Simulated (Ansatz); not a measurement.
Consider the cleavage of the Si–Ge bond: `FC#[C][GeH2][SiH3]` + `N[SiH2]O[SiH3]` → `[SiH3]N[SiH2]O[SiH3]` + `FC#[C][GeH3]`.

Isolated molecules relaxed with PBE0-D4/def2-TZVP in Ansatz; ΔE leaves out vibrations. CBS: MP2 limit from def2 TZ/QZ plus the TZ coupled-cluster correction, frozen cores. DFT in def2-TZVPP. B3LYP here is the variant with VWN-RPA as its local correlation; programs differ in this. For Ge outer-core shells are correlated without core-valence functions, which leaves a few kJ/mol of doubt a bond. Scalar relativity is left out up to krypton. Each species was taken in one conformer, which may not be the lowest.

| level | ΔE (kcal/mol) | difference from CCSD(T)/CBS |
| --- | --- | --- |
| PBE-D4 | -5.5 | 3.5 |
| r2SCAN-D4 | -7.9 | 1.1 |
| PBE0-D4 | -6.7 | 2.3 |
| B3LYP-D4 | -9.0 | 0.0 |
| ωB97X-V | -9.0 | 0.0 |
| ωB97M-V | -9.4 | -0.4 |
| B2PLYP | -8.7 | 0.3 |
| PBE | -4.5 | 4.5 |
| r2SCAN | -7.6 | 1.4 |
| PBE0 | -5.8 | 3.2 |
| B3LYP | -7.4 | 1.6 |
| HF/def2-TZVPP | -11.6 | -2.6 |
| MP2/def2-TZVPP | -10.1 | -1.1 |
| SCS-MP2/def2-TZVPP | -10.7 | -1.7 |
| CCSD/def2-TZVPP | -9.4 | -0.4 |
| CCSD(T)/def2-TZVPP | -9.2 | -0.2 |
| HF/def2-QZVPP | -12.0 | -3.0 |
| MP2/def2-QZVPP | -10.2 | -1.2 |
| SCS-MP2/def2-QZVPP | -10.8 | -1.8 |
| HF/CBS(def2) | -12.1 | -3.1 |
| MP2/CBS(def2) | -9.9 | -0.9 |
| CCSD/CBS(def2) | -9.2 | -0.2 |
| CCSD(T)/CBS | -9.0 | 0 |

Largest T1 diagnostic among the species: 0.013.

In def2-TZVPP, CCSD(T) changes the Hartree–Fock value by +2.3 kcal/mol (the triples alone add +0.2 kcal/mol) and MP2 by +1.4 kcal/mol. From PBE to PBE0 (25 % exact exchange), in def2-TZVPP and without D4, ΔE moves by −1.3 kcal/mol. The D4 term adds −1.6 kcal/mol with B3LYP and −0.9 kcal/mol with PBE0; it sums over pairs of atoms, weighted by their polarisabilities, and B3LYP, whose exchange is more repulsive, gets the larger term.
